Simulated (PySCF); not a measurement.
Species: B3H5O4Si.
Numbering: `[SiH3:1][O:2][B:3]1[O:4][BH:5][O:6][BH:7][O:8]1` (hydrogens: H9, H10, H11 on Si1; H12 on B5; H13 on B7)

Computed with PySCF at PBE0/pcSseg-1 and B3LYP/def2-SVPD, non-relativistic, on one gas-phase PBE0-D3(BJ)/def2-SVP geometry that isn't relaxed in the solvent. The solvent is an IEF-PCM continuum (Bondi radii, 1.10 Å for H, scaled by 1.2). Only the electrostatic response of the medium enters.

Gas phase at PBE0/pcSseg-1: HOMO -9.41 eV, LUMO -0.52 eV, dipole 1.30 D.

Task: What does the continuum do to the energy, the frontier levels and the dipole at PBE0/pcSseg-1 in chloroform and acetone?

Result: 
```tsv
solvent	ε	E(solvent) − E(gas) (kJ/mol)	polarisation term (kJ/mol)	distortion of the solute (kJ/mol)	HOMO (eV)	LUMO (eV)	dipole (D)
chloroform	4.711	-10.02	-10.46	0.44	-9.31	-0.46	1.48
acetone	20.49	-13.77	-14.61	0.84	-9.29	-0.44	1.54
```

The first energy column is the sum of the next two and covers electrostatics alone. From chloroform to acetone the lowering changes by a factor 1.37, Onsager's factor (ε − 1)/(2ε + 1) by 1.30 and ε itself by 4.3.

Task: Which radius a makes the point-dipole formula ΔE = −[(ε − 1)/(2ε + 1)]·μ²/a³ give the value in acetone, with the gas-phase dipole?

Result: μ = 0.511 au and |ΔE| = 0.00524 Eh give a = 1.51 Å; the farthest nucleus lies 3.91 Å from the centroid of the nuclei, so such a sphere wouldn't even hold the nuclei. The formula assumes a rigid point dipole at the centre of a sphere.

Task: Which Hirshfeld charges (PBE0/pcSseg-1) respond most in acetone (means over atoms taken as equivalent)?

Result: 
```json
{"atoms": "O2", "environment": "boron-bound oxygen", "gas (e)": "-0.264", "solvent (e)": "-0.271", "change": "-0.007"}
{"atoms": "O6", "environment": "boron-bound oxygen", "gas (e)": "-0.217", "solvent (e)": "-0.222", "change": "-0.005"}
{"atoms": "B5/B7", "environment": "three-coordinate boron", "gas (e)": "+0.256", "solvent (e)": "+0.260", "change": "+0.004"}
{"atoms": "O4/O8", "environment": "boron-bound oxygen", "gas (e)": "-0.221", "solvent (e)": "-0.225", "change": "-0.004"}
{"atoms": "B3", "environment": "three-coordinate boron", "gas (e)": "+0.320", "solvent (e)": "+0.322", "change": "+0.002"}
{"atoms": "H9/H10/H11", "environment": "Si–H hydrogen", "gas (e)": "-0.071", "solvent (e)": "-0.069", "change": "+0.002"}
{"atoms": "Si1", "environment": "oxygen-bound silicon", "gas (e)": "+0.402", "solvent (e)": "+0.404", "change": "+0.002"}
{"atoms": "H12/H13", "environment": "B–H hydrogen", "gas (e)": "-0.049", "solvent (e)": "-0.049", "change": "0.000"}
```

Task: Which Mayer bond orders change most in acetone?

Result: 
```csv
bond,length (Å),gas,solvent,change
Si1–O2,1.683,0.851,0.836,-0.015
B5–O6,1.370,1.103,1.095,-0.008
B7–O8,1.365,1.116,1.110,-0.006
O8–B3,1.375,1.066,1.060,-0.006
Si1–H10,1.486,0.939,0.943,+0.004
B7–H13,1.202,0.964,0.961,-0.003
O2–B3,1.344,1.165,1.167,+0.002
B3–O4,1.384,1.014,1.012,-0.002
```

Gas phase at B3LYP/def2-SVPD: HOMO -9.16 eV, LUMO -0.82 eV, dipole 1.15 D.

Task: What does the continuum do to the energy, the frontier levels and the dipole at B3LYP/def2-SVPD in acetone?

Result: 
```tsv
solvent	ε	E(solvent) − E(gas) (kJ/mol)	polarisation term (kJ/mol)	distortion of the solute (kJ/mol)	HOMO (eV)	LUMO (eV)	dipole (D)
acetone	20.49	-11.27	-12.24	0.97	-9.04	-0.74	1.40
```

Task: How does the static polarisability (B3LYP/def2-SVPD, frozen core, with the continuum's full static response) change?

Result: 
```
 medium  isotropic (au)  principal values (au)  ⟨r²⟩ of the electrons (bohr²)
    gas            74.2       58.3, 74.3, 90.1                         1263.1
acetone            92.0      74.9, 95.0, 106.0                         1263.1
```

The isotropic value in acetone is 1.24 times the gas-phase one; no cavity-field correction is applied. ⟨r²⟩ is taken about the centre of nuclear charge.

On Arm Neoverse V2, one thread, shared host with 96 logical CPUs at a one-minute load of 43, this took 18 s and 0.94 GiB of memory at its peak. This is the whole shielding run at PBE0/pcSseg-1 in acetone, SCF included.

Shape of the structure used: `[SiH3:1][O:2][B:3]1[O:4][BH:5][O:6][BH:7][O:8]1`: Si1–O2–B3–O4 1°.
